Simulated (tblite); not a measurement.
Species: CH7BOSi.
Numbering: `[BH2:1][Si@@H:2]([CH3:3])[OH:4]` (hydrogens: H5, H6 on B1; H7 on Si2; H8, H9, H10 on C3; H11 on O4)

Computed with GFN2-xTB (tblite), gas phase: L-BFGS steps from a force-field or distance-geometry start until the largest atomic force falls under 0.01 eV/Å.

Step 4: E = -346.8180 eV
```
atom  x, y, z in Å  |  force x, y, z in eV/Å
B1     -1.3213    1.2122   -0.1399   -0.002   0.108   0.003
Si2    -0.2412   -0.3807   -0.2892    0.149   0.171  -0.376
C3      1.5469    0.0107    0.2242    0.071  -0.048  -0.008
O4     -0.7559   -1.6028    0.6678    0.009  -0.284   0.073
H5     -2.0725    1.3445    0.7358   -0.208   0.165   0.089
H6     -1.1826    2.0727   -0.9078   -0.097   0.230  -0.033
H7     -0.1695   -0.9091   -1.6737    0.055  -0.119  -0.004
H8      2.0376    0.5700   -0.5607    0.061   0.052  -0.143
H9      1.6146    0.6100    1.1212   -0.096   0.054   0.196
H10     2.1130   -0.8927    0.3911    0.116  -0.186   0.033
H11    -1.5636   -2.0320    0.4054   -0.057  -0.142   0.170
```

Step 5: E = -346.8286 eV
```
atom  x, y, z in Å  |  force x, y, z in eV/Å
B1     -1.3188    1.2204   -0.1354   -0.090   0.115  -0.009
Si2    -0.2440   -0.3742   -0.2993    0.107  -0.056  -0.157
C3      1.5424    0.0059    0.2215    0.251   0.020   0.037
O4     -0.7517   -1.6074    0.6596   -0.013  -0.168  -0.022
H5     -2.0802    1.3509    0.7352   -0.141   0.146   0.055
H6     -1.1886    2.0794   -0.9077   -0.081   0.225  -0.015
H7     -0.1653   -0.9172   -1.6722    0.040  -0.102  -0.083
H8      2.0409    0.5695   -0.5576    0.027   0.028  -0.143
H9      1.6155    0.6050    1.1196   -0.147   0.059   0.187
H10     2.1207   -0.8905    0.3953    0.027  -0.190  -0.013
H11    -1.5655   -2.0392    0.4152    0.021  -0.077   0.163
```

Step 6: E = -346.8392 eV
```
atom  x, y, z in Å  |  force x, y, z in eV/Å
B1     -1.3183    1.2307   -0.1313   -0.137   0.075  -0.034
Si2    -0.2450   -0.3698   -0.3111    0.060  -0.194   0.099
C3      1.5433    0.0018    0.2200    0.298   0.060   0.059
O4     -0.7469   -1.6140    0.6507   -0.008  -0.028  -0.117
H5     -2.0903    1.3602    0.7356   -0.050   0.118  -0.003
H6     -1.1962    2.0905   -0.9077   -0.067   0.185   0.029
H7     -0.1604   -0.9273   -1.6728    0.028  -0.084  -0.152
H8      2.0446    0.5695   -0.5574    0.006  -0.008  -0.092
H9      1.6134    0.6009    1.1212   -0.161   0.031   0.121
H10     2.1286   -0.8920    0.3990   -0.051  -0.140  -0.051
H11    -1.5673   -2.0478    0.4277    0.083  -0.016   0.143
```

Step 7: E = -346.8484 eV
```
atom  x, y, z in Å  |  force x, y, z in eV/Å
B1     -1.3203    1.2408   -0.1288   -0.128   0.003  -0.066
Si2    -0.2440   -0.3687   -0.3201    0.029  -0.193   0.239
C3      1.5493   -0.0007    0.2201    0.193   0.057   0.048
O4     -0.7423   -1.6208    0.6415    0.019   0.066  -0.146
H5     -2.1006    1.3710    0.7361    0.034   0.085  -0.061
H6     -1.2043    2.1043   -0.9070   -0.054   0.117   0.081
H7     -0.1555   -0.9379   -1.6764    0.017  -0.048  -0.155
H8      2.0483    0.5695   -0.5596    0.005  -0.038  -0.013
H9      1.6081    0.5981    1.1255   -0.128  -0.012   0.031
H10     2.1348   -0.8967    0.4012   -0.094  -0.059  -0.069
H11    -1.5681   -2.0563    0.4415    0.105   0.024   0.110
```

**Question.** Estimate the geometry and energy of step 8. (The exact step hangs on the optimiser's Hessian estimate; all steps are aligned on step 7, rigid shifts and turns removed.)

**Answer.** E = -346.8540 eV, largest force 0.211 eV/Å
```
atom  x, y, z in Å  |  force x, y, z in eV/Å
B1     -1.3238    1.2467   -0.1289   -0.081  -0.058  -0.084
Si2    -0.2416   -0.3704   -0.3227    0.016  -0.098   0.186
C3      1.5562   -0.0012    0.2212    0.035   0.022   0.021
O4     -0.7388   -1.6249    0.6345    0.057   0.074  -0.093
H5     -2.1068    1.3797    0.7357    0.071   0.057  -0.087
H6     -1.2104    2.1156   -0.9051   -0.043   0.058   0.108
H7     -0.1521   -0.9453   -1.6815    0.011   0.000  -0.086
H8      2.0509    0.5692   -0.5620    0.017  -0.047   0.047
H9      1.6020    0.5966    1.1296   -0.071  -0.040  -0.027
H10     2.1370   -0.9017    0.4012   -0.091   0.002  -0.063
H11    -1.5672   -2.0615    0.4520    0.079   0.029   0.077
```

The energy changes by -0.0056 eV. The first-order estimate −F·Δx gives -0.0082 eV and the mean of the old and new forces, exact on a quadratic surface, -0.0056 eV. The step makes an angle of 59° with the force vector and moves no atom by more than 0.013 Å.

Run on one thread of an Arm Neoverse N1, no GPU (shared host).
